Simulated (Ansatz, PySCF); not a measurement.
Energy difference R1 + R2 → P1 + P2, each structure at its B3LYP-D3(BJ)/def2-TZVP stationary point, reached from a drawn start (curvature not checked).
R1: SiCl4 (SMILES Cl[Si](Cl)(Cl)Cl), charge 0, multiplicity 1.
P1: Cl3FSi (SMILES F[Si](Cl)(Cl)Cl), charge 0, multiplicity 1.
P2, HCl (SMILES Cl) (charge 0, multiplicity 1):
```csv
atom,x (Å),y (Å),z (Å)
Cl,0.0000,0.0000,0.6410
H,0.0000,0.0000,-0.6410
```
R2: HF (SMILES F), charge 0, multiplicity 1.

P less R. No zero-point or thermal terms.

Frozen-core correlation throughout.

The values were computed with Ansatz (a first-principles code) with Gaussian orbitals; PySCF for the D3/D4 terms. Each number belongs to the level named beside it.

PBE/def2-TZVPP gives -10.99 kcal/mol for the reaction energy.

Q: Predict the shift from PBE, with its sign, for: PBE-D3(BJ)/def2-TZVPP, r2SCAN/def2-TZVPP, PBE0/def2-TZVPP, wB97M-V/def2-TZVPP, B2PLYP/def2-TZVPP, MP2/cc-pV(Q+d)Z, CCSD(T)/cc-pV(Q+d)Z.

A: PBE-D3(BJ)/def2-TZVPP 1.11; r2SCAN/def2-TZVPP -1.84; PBE0/def2-TZVPP -0.12; wB97M-V/def2-TZVPP -1.14; B2PLYP/def2-TZVPP -2.27; MP2/cc-pV(Q+d)Z 0.15; CCSD(T)/cc-pV(Q+d)Z -1.84 kcal/mol. 2 of 7 lie above PBE; the widest gap is to B2PLYP/def2-TZVPP.
